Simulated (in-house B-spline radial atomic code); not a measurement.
**One electron outside the [Kr] 4d10 core: Ce11+**

Computed with a B-spline radial code for spherical atoms, no-pair Dirac-Coulomb Hamiltonian, finite nucleus. Rungs: frozen-core Dirac-Hartree-Fock (DHF); Brueckner orbitals from the second-order correlation potential; the same with the Coulomb interaction screened by the core and the hole-particle interaction summed; Breit and QED terms from differences of relaxed Dirac-Fock atoms, where computed. Partial waves beyond l = 6 are extrapolated. The tables show a selection of states; those near core-excited levels, with erratic corrections or far from their DHF start are never shown.

Command:
```bash
python run_mb.py task.json out
```
Settings (nuclear radius in fm, box in bohr, cutoff in hartree):
```
basis_form          2
Z                   58
core_configuration  [Kr] 4d10
rms_radius          4.8771
mass_number         140
speed_of_light      137.036
box_radius          20.1
lmax                6
intervals           64
virtual_cutoff      6728.0
```

Run time, properties included: 2.2 min on 1 thread of Intel(R) Xeon(R) Platinum 8375C CPU @ 2.90GHz, with other jobs on the host.

Removal energies (eV):

| state | DHF | second order | screened | Breit + QED | final |
| --- | --- | --- | --- | --- | --- |
| 5s1/2 | 190.301 | 193.023 | 192.513 | -0.172 | 192.341 |
| 4f5/2 | 170.686 | 174.251 | 173.727 | - | - |
| 4f7/2 | 170.351 | 173.863 | 173.348 | - | - |
| 5p1/2 | 170.347 | 172.816 | 172.367 | -0.136 | 172.232 |
| 5p3/2 | 165.793 | 168.104 | 167.686 | -0.0838 | 167.602 |
| 5d3/2 | 134.408 | ? | ? | ? | ? |
| 5d5/2 | 133.594 | ? | ? | ? | ? |
| 6s1/2 | 108.759 | 109.86 | 109.645 | -0.072 | 109.573 |

(1) What does correlation do to 5d5/2?

(2) What does correlation do to 5d3/2?

(3) How does the lowest state compare with the NIST ionisation energy?

Electric-dipole lines from 5s1/2 (reduced matrix elements in atomic units, length form, static core polarisation, sign of DHF taken positive):

| upper | DHF | + core polarisation | + Brueckner | λ (nm) | A (s⁻¹) |
| --- | --- | --- | --- | --- | --- |
| 5p1/2 | 1.11 | 0.9544 | 0.945 | 61.656 | 3.86e+09 |
| 5p3/2 | 1.576 | 1.361 | 1.348 | 50.118 | 7.31e+09 |

Magnetic hyperfine constants per unit nuclear g factor (MHz, nucleus as a uniformly magnetised ball; they apply to isotopes with nuclear spin):

```
state    DHF  + core polarisation  + Brueckner
5s1/2  85950                92600        95350
5p1/2  23700                25490        26420
5p3/2   3398                 3872         4022
6s1/2  35870                38380        38750
```

Results:

(1) It adds 1.769 eV to the removal energy in second order and 1.466 eV with screening; Breit and QED add -0.0119 eV, for a final 135.048 eV.

(2) It adds 1.807 eV to the removal energy in second order and 1.5 eV with screening; Breit and QED add -0.0299 eV, for a final 135.878 eV.

(3) 5s1/2 is bound by 192.3 eV, without recoil; NIST lists 192.24 ± 0.12 eV (semi-empirical), a difference of +0.1 eV.
